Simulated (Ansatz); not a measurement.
Gas-phase electronic energies from Ansatz, PBE0-D4/def2-TZVP geometries. CCSD(T)/CBS adds triple-zeta CCSD(T) − MP2 to the extrapolated MP2 energy (def2 sets, frozen cores). DFT in def2-TZVPP. B3LYP here is the variant with VWN-RPA as its local correlation; programs differ in this. HSE06 is defined as in plane-wave codes. Each species was taken in one conformer, which may not be the lowest.

Consider the isomerisation: `[SiH3]COCS` → `OCSC[SiH3]`.

```
             level  ΔE (kJ/mol)  difference from CCSD(T)/CBS
       LDA (SPW92)        -46.8                          4.6
            PBE-D4        -49.4                          2.0
         revPBE-D4        -50.2                          1.2
           BLYP-D4        -42.9                          8.5
         r2SCAN-D4        -48.2                          3.2
            B97M-V        -46.5                          4.9
           PBE0-D4        -50.6                          0.8
          B3LYP-D4        -44.1                          7.3
        r2SCANh-D4        -49.0                          2.4
        r2SCAN0-D4        -50.0                          1.4
          BHLYP-D4        -44.7                          6.7
      CAM-B3LYP-D4        -41.0                         10.4
           ωB97X-V        -44.9                          6.5
           ωB97M-V        -48.1                          3.3
          PBE-QIDH        -51.6                         -0.2
               PBE        -47.0                          4.4
            revPBE        -45.9                          5.5
              BLYP        -37.8                         13.6
            r2SCAN        -47.8                          3.6
             B3LYP        -40.0                         11.4
           r2SCANh        -48.5                          2.9
           r2SCAN0        -49.5                          1.9
             HSE06        -48.7                          2.7
             BHLYP        -40.5                         10.9
         CAM-B3LYP        -38.8                         12.6
           LC-ωPBE        -47.3                          4.1
RPA@PBE/def2-TZVPP        -40.3                         11.1
       HF/def2-SVP        -25.3                         26.1
      MP2/def2-SVP        -39.9                         11.5
     CCSD/def2-SVP        -31.5                         19.9
  CCSD(T)/def2-SVP        -32.3                         19.1
    MP2/def2-TZVPP        -53.6                         -2.2
SCS-MP2/def2-TZVPP        -47.8                          3.6
   CCSD/def2-TZVPP        -44.5                          6.9
CCSD(T)/def2-TZVPP        -46.2                          5.2
     HF/def2-QZVPP        -36.2                         15.2
    MP2/def2-QZVPP        -56.6                         -5.2
SCS-MP2/def2-QZVPP        -50.9                          0.5
     MP2/CBS(def2)        -58.8                         -7.4
    CCSD/CBS(def2)        -49.7                          1.7
       CCSD(T)/CBS        -51.4                            0
```

Largest T1 diagnostic among the species: 0.012.

The D4 term adds −4.2 kJ/mol with B3LYP and −2.1 kJ/mol with PBE0; it sums over pairs of atoms, weighted by their polarisabilities, and B3LYP, whose exchange is more repulsive, gets the larger term. In def2-TZVPP, CCSD(T) changes the Hartree–Fock value by −10.1 kJ/mol (the triples alone add −1.7 kJ/mol) and MP2 by −17.5 kJ/mol.

CCSD(T)/CBS has its own doubt, a few kJ/mol and more with outer-core shells, so smaller differences from it don't rank the levels.
